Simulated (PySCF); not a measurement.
An equivalent PySCF input for Xe⁺ (xenon, charge +1), [Kr] 4d10 5s2 5p5, 2P determinant, with the spin-free X2C one-electron Hamiltonian (Gaussian nucleus):

```python
from pyscf import gto, scf, dft, mp, cc
import basis_set_exchange as bse
mol = gto.M(atom="Xe 0 0 0", charge=1, spin=1, symmetry="D2h",
            basis=gto.basis.parse(bse.get_basis("x2c-TZVPall", elements=["Xe"], fmt="nwchem", header=False)),
            nucmod="G")
mf = dft.UKS(mol, xc="PBE").sfx2c1e()
mf.irrep_nelec = {'Ag': (9, 9), 'B1g': (2, 2), 'B2g': (2, 2), 'B3g': (2, 2), 'B1u': (4, 4), 'B2u': (4, 4), 'B3u': (4, 3)}
mf.kernel()
```

It reaches the same state as the run whose output follows, with an energy that differs only through the grid. The run itself started from symmetry-adapted Hartree-Fock orbitals and held the occupation by maximum overlap, on a logarithmic radial grid, so the iterations belong to that start.

```
SCF conv_tol = 1e-09
number electrons alpha = 27  beta = 26
XC functionals = PBE
    J. P. Perdew, K. Burke, and M. Ernzerhof.,  Phys. Rev. Lett. 77, 3865 (1996)
    J. P. Perdew, K. Burke, and M. Ernzerhof.,  Phys. Rev. Lett. 78, 1396 (1997)
    J. P. Perdew, K. Burke, and M. Ernzerhof.,  Phys. Rev. Lett. 77, 3865 (1996)
    J. P. Perdew, K. Burke, and M. Ernzerhof.,  Phys. Rev. Lett. 78, 1396 (1997)
cycle= 1 E= -7445.54530880934  delta_E= -0.0133  |g|= 0.0421  |ddm|= 0.331
cycle= 2 E= -7445.54560791731  delta_E= -0.000299  |g|= 0.0211  |ddm|= 0.0939
cycle= 3 E= -7445.54571302688  delta_E= -0.000105  |g|= 0.00968  |ddm|= 0.0394
cycle= 4 E= -7445.54572584081  delta_E= -1.28e-05  |g|= 0.000298  |ddm|= 0.00739
cycle= 5 E= -7445.54572589532  delta_E= -5.45e-08  |g|= 3.68e-05  |ddm|= 0.000869
cycle= 6 E= -7445.54572589613  delta_E= -8.17e-10  |g|= 7.98e-06  |ddm|= 9.96e-05
converged SCF energy = -7445.54572589613  <S^2> = 0.75201225  2S+1 = 2.0020112
```
